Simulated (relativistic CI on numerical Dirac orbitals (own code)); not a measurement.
**What each ingredient does to the levels of Hg²⁺**

Base calculation: Dirac-Coulomb-Breit CI, orbitals from a KLI potential per configuration, QED by a radiative potential, valence Slater integrals scaled by 0.85, P86 correlation energy added to each configuration.

CI space (outside the closed core [Xe] 4f14): 5d¹⁰, 5d⁹6s, 5d⁹6p, 5d⁹5f, 5d⁹7s, 5d⁹6d, 5d⁹7p, 5d⁹8s, 5d⁹7d, 5d⁹8p, 5d⁹6f, 5d⁹5g, 5d⁹8d, 5d⁹7f. Double excitations out of closed p, d and f shells are left out; levels of such configurations are missing from the list, as are those of other unlisted configurations, and high levels can miss mixing partners.

The lowest level and the first level of each name with at least 55 % of one term (blank where a level has no safe partner in the second run):

| Level | Base (cm⁻¹) | Shift (cm⁻¹) |
| --- | --- | --- |
| 5d¹⁰ ¹S0 | 0.0 | 0.0 |
| 5d⁹6s ³D3 | 46844.0 | -395.5 |
| 5d⁹6s ³D2 | 50565.2 | +87.1 |
| 5d⁹6s ³D1 | 61615.8 | -305.0 |
| 5d⁹6s ¹D2 | 65469.5 | +596.7 |
| 5d⁹6p ³P°2 | 107291.5 | -1037.8 |
| 5d⁹6p ³F°4 | 119820.2 | -238.1 |
| 5d⁹6p ³P°1 | 120908.8 | -494.6 |
| 5d⁹6p ³F°2 | 121203.8 | -389.2 |
| 5d⁹6p ³D°3 | 124467.9 | +616.1 |
| 5d⁹6p ¹D°2 | 124475.1 | +123.5 |
| 5d⁹6p ¹P°1 | 130012.7 | +834.7 |
| 5d⁹6p ³P°0 | 131844.4 | -644.7 |
| 5d⁹6p ³D°1 | 136981.6 | +473.4 |

Correlation outside the listed configurations is missing or only estimated: errors of thousands of cm⁻¹ between configurations and terms are usual at this charge. Rates and lifetimes follow the computed energies and can be off by large factors. The fine structure of a lone outer electron comes out too small, for d and f at times inverted, and misplaced configurations move strength between like terms. 15 of the 62 excited levels that our extract of the measured tables holds in this range could be paired (the sources list more); they are missed by 2848 cm⁻¹ on average and 4536 at most, and levels without a partner can miss by more.

**Question.** One thing was changed in a second run, which moved the levels as shown. Which?
A. Breit term removed
B. configuration mixing switched off
C. self-excluded LDA correlation estimate
D. QED terms removed
E. Slater integrals left unscaled

**Answer.** E. Slater integrals left unscaled. Scaling acts on the splittings between terms and on the mixing, and leaves the fine structure of pure LS terms nearly alone; in jj coupling it moves the levels of one term differently.

LS names give the leading component of a level, which can be under half, so a name can repeat, a term be missing and a line seem to break the LS rules.
